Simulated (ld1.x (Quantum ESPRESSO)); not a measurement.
Cutoff test, Mn (Z = 25), PAW

manganese (Mn), PAW, made with ld1.x (Quantum ESPRESSO) 7.5 (PBE, scalar-relativistic). Core [Ne] 3s2, reference 3p6 3d5 4s1 4p0 (charge +1). Waves: 4s (bound): rcut 2.10, rcutus 2.45 bohr; 4s channel at 0.05 Ry: rcut 2.10, rcutus 2.45 bohr; 3p (bound): rcut 1.25, rcutus 1.55 bohr; 4p (bound, empty): rcut 1.25, rcutus 1.55 bohr; 3d (bound): rcut 1.10, rcutus 1.92 bohr; 3d channel at -0.55 Ry: rcut 1.10, rcutus 1.92 bohr. Local part: all-electron potential smoothed inside 1.10 bohr (lloc = -2). Core correction: Bessel-smoothed model core inside 0.85 bohr. Augmentation charge: BESSEL, radius 0.80 bohr.

The pseudo-atom Hamiltonian at the reference potential is diagonalised in spherical Bessel functions j_l(qr) that vanish at 20 bohr, with q² up to the cutoff. All-electron valence levels (Ry): 4s -0.8730, 3p -4.6179, 4p -0.5287, 3d -1.0957.

Q: How do the lowest levels (Ry) of each channel move with the cutoff, and are there ghosts?

A:

```tsv
cutoff (Ry)	s #1	s #2	s #3	p #1	p #2	p #3	d #1	f #1	f #2	Σ f·Δε (mRy)
8	-0.8729	-0.2424	-0.0826	-3.6592	-0.4113	-0.1289	-0.6807	-0.0563	0.0389	7827.8
12	-0.8730	-0.2424	-0.0827	-4.2560	-0.4488	-0.1382	-0.8964	-0.0564	0.0389	3168.0
18	-1.6777	-0.8730	-0.2424	-4.5334	-0.4727	-0.1441	-1.0535	-0.0564	0.0389	718.3
25	-2.2369	-0.8730	-0.2424	-4.6036	-0.4862	-0.1473	-1.0922	-0.0564	0.0389	103.4
40	-2.4531	-0.8730	-0.2424	-4.6172	-0.5112	-0.1536	-1.0954	-0.0564	0.0389	5.6
50	-2.4576	-0.8730	-0.2424	-4.6175	-0.5259	-0.1575	-1.0957	-0.0564	0.0389	3.0
60	-2.4578	-0.8730	-0.2424	-4.6178	-0.5282	-0.1581	-1.0957	-0.0564	0.0389	1.0
80	-2.4590	-0.8730	-0.2424	-4.6179	-0.5285	-0.1582	-1.0957	-0.0564	0.0389	0.4
400	-2.4595	-0.8730	-0.2424	-4.6179	-0.5287	-0.1582	-1.0957	-0.0564	0.0389	0.0
```

Result: ghost state, extra bound levels that the all-electron valence spectrum of the same l lacks: s at -33.5 eV (a true bound ghost makes a file unfit for plane-wave use); 10 mRy is reached at 35 Ry and 1 mRy at 60 Ry.

1 of 7 tests not solved or not reliable.
